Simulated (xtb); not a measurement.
xtb input (GFN2-xTB):

```bash
xtb mol.xyz --gfn 2 --sp --chrg 0 --uhf 0
```
mol.xyz:
```
21

Si     0.00000000    -0.00000000    -0.00000000
O     -1.03506827    -0.27834929    -1.22630557
C     -1.39968423     0.68125340    -2.20795589
O     -0.06279968    -1.29517758     0.98551572
C     -1.26169279    -1.88511684     1.46722771
O     -0.45347434     1.39681321     0.70423283
C      0.29279926     2.07585685     1.70393026
O      1.55134228     0.17671366    -0.46344298
C      2.36857777    -0.87199340    -0.96320207
H     -2.13839734     0.22474771    -2.86643596
H     -1.83363668     1.56951289    -1.74353305
H     -0.53356678     0.98175167    -2.80413128
H     -0.99183357    -2.75727889     2.06237463
H     -1.90195050    -2.19963019     0.64008827
H     -1.81756061    -1.18587211     2.09806169
H      1.29538285     2.31904137     1.34518850
H      0.37922529     1.46902818     2.60956442
H     -0.23343488     2.99848982     1.94789034
H      1.97190210    -1.26490774    -1.90349484
H      2.44020433    -1.68892407    -0.24174372
H      3.36366579    -0.46595864    -1.14382901
```

End of the output:

```
         :::::::::::::::::::::::::::::::::::::::::::::::::::::
         ::                     SUMMARY                     ::
         :::::::::::::::::::::::::::::::::::::::::::::::::::::
         :: total energy             -32.836724527675 Eh    ::
         :: gradient norm              0.022291837617 Eh/a0 ::
         :: HOMO-LUMO gap              8.998657113507 eV    ::
         ::.................................................::
         :: SCC energy               -33.115519743645 Eh    ::
         :: -> isotropic ES            0.102126631109 Eh    ::
         :: -> anisotropic ES         -0.002414214173 Eh    ::
         :: -> anisotropic XC          0.006518575225 Eh    ::
         :: -> dispersion             -0.014097048155 Eh    ::
         :: repulsion energy           0.278795215969 Eh    ::
         :: add. restraining           0.000000000000 Eh    ::
         :: total charge               0.000000000000 e     ::
         :::::::::::::::::::::::::::::::::::::::::::::::::::::

           -------------------------------------------------
          |                Property Printout                |
           -------------------------------------------------

    * Orbital Energies and Occupations

         #    Occupation            Energy/Eh            Energy/eV
      -------------------------------------------------------------
         1        2.0000           -0.8161447             -22.2084
       ...           ...                  ...                  ...
        16        2.0000           -0.5187708             -14.1165
        17        2.0000           -0.5157532             -14.0344
        18        2.0000           -0.5148009             -14.0084
        19        2.0000           -0.5148009             -14.0084
        20        2.0000           -0.5146650             -14.0047
        21        2.0000           -0.4555399             -12.3959
        22        2.0000           -0.4493915             -12.2286
        23        2.0000           -0.4346099             -11.8263
        24        2.0000           -0.4346099             -11.8263
        25        2.0000           -0.4241131             -11.5407
        26        2.0000           -0.4208611             -11.4522
        27        2.0000           -0.4155197             -11.3069
        28        2.0000           -0.4155197             -11.3069 (HOMO)
        29                         -0.0848252              -2.3082 (LUMO)
        30                         -0.0848252              -2.3082
        31                         -0.0532617              -1.4493
        32                          0.0050092               0.1363
        33                          0.0154269               0.4198
        34                          0.0857173               2.3325
        35                          0.1341159               3.6495
        36                          0.1341159               3.6495
        37                          0.1524197               4.1476
        38                          0.1534119               4.1745
        39                          0.1587927               4.3210
       ...                                ...                  ...
        53                          0.8199353              22.3116
      -------------------------------------------------------------
                  HL-Gap            0.3306946 Eh            8.9987 eV
             Fermi-level           -0.2501724 Eh           -6.8075 eV

     #   Z          covCN         q      C6AA      α(0)
     1  14 Si       3.366     0.727   104.354    20.294
     2   8 O        1.619    -0.363    20.157     6.060
     3   6 C        3.694     0.032    20.213     6.432
     4   8 O        1.619    -0.363    20.157     6.060
     5   6 C        3.694     0.032    20.213     6.432
     6   8 O        1.619    -0.363    20.157     6.060
     7   6 C        3.694     0.032    20.213     6.432
     8   8 O        1.619    -0.363    20.157     6.060
     9   6 C        3.694     0.032    20.213     6.432
    10   1 H        0.925     0.057     2.232     2.336
    11   1 H        0.924     0.050     2.318     2.381
    12   1 H        0.924     0.042     2.424     2.435
    13   1 H        0.925     0.057     2.232     2.336
    14   1 H        0.924     0.050     2.318     2.381
    15   1 H        0.924     0.042     2.424     2.435
    16   1 H        0.924     0.050     2.318     2.381
    17   1 H        0.924     0.042     2.424     2.435
    18   1 H        0.925     0.057     2.232     2.336
    19   1 H        0.924     0.042     2.424     2.435
    20   1 H        0.924     0.050     2.318     2.381
    21   1 H        0.925     0.057     2.232     2.336

 Mol. C6AA /au·bohr⁶  :       4080.404605
 Mol. C8AA /au·bohr⁸  :     104698.534652
 Mol. α(0) /au        :         98.869978

Wiberg/Mayer (AO) data.
largest (>0.10) Wiberg bond orders for each atom

 ---------------------------------------------------------------------------
     #   Z sym  total        # sym  WBO       # sym  WBO       # sym  WBO
 ---------------------------------------------------------------------------
     1  14 Si   4.360 --     8 O    1.090     6 O    1.090     2 O    1.090
                             4 O    1.090
     2   8 O    2.244 --     1 Si   1.090     3 C    0.982
     3   6 C    3.937 --    12 H    0.986    11 H    0.986    10 H    0.983
                             2 O    0.982
     4   8 O    2.244 --     1 Si   1.090     5 C    0.982
     5   6 C    3.937 --    15 H    0.986    14 H    0.986    13 H    0.983
                             4 O    0.982
     6   8 O    2.244 --     1 Si   1.090     7 C    0.982
     7   6 C    3.937 --    17 H    0.986    16 H    0.986    18 H    0.983
                             6 O    0.982
     8   8 O    2.244 --     1 Si   1.090     9 C    0.982
     9   6 C    3.937 --    19 H    0.986    20 H    0.986    21 H    0.983
                             8 O    0.982
    10   1 H    0.997 --     3 C    0.983
    11   1 H    0.997 --     3 C    0.986
    12   1 H    0.998 --     3 C    0.986
    13   1 H    0.997 --     5 C    0.983
    14   1 H    0.997 --     5 C    0.986
    15   1 H    0.998 --     5 C    0.986
    16   1 H    0.997 --     7 C    0.986
    17   1 H    0.998 --     7 C    0.986
    18   1 H    0.997 --     7 C    0.983
Note: The following floating-point exceptions are signalling: IEEE_UNDERFLOW_FLAG IEEE_DENORMAL
normal termination of xtb
    19   1 H    0.998 --     9 C    0.986
    20   1 H    0.997 --     9 C    0.986
    21   1 H    0.997 --     9 C    0.983
 ---------------------------------------------------------------------------

Topologies differ in total number of bonds
Writing topology from bond orders to xtbtopo.mol

molecular dipole:
                 x           y           z       tot (Debye)
 q only:        0.000       0.000       0.000
   full:        0.000       0.000       0.000       0.000
molecular quadrupole (traceless):
                xx          xy          yy          xz          yz          zz
 q only:       -0.701      -0.047      -0.932      -0.787       0.155       1.634
  q+dip:       -0.985      -0.066      -1.309      -1.105       0.217       2.294
   full:       -1.056      -0.071      -1.404      -1.185       0.233       2.460

           -------------------------------------------------
          | TOTAL ENERGY              -32.836724527675 Eh   |
          | GRADIENT NORM               0.022291837617 Eh/α |
          | HOMO-LUMO GAP               8.998657113507 eV   |
           -------------------------------------------------

------------------------------------------------------------------------
------------------------------------------------------------------------
 total:
 SCF:
```
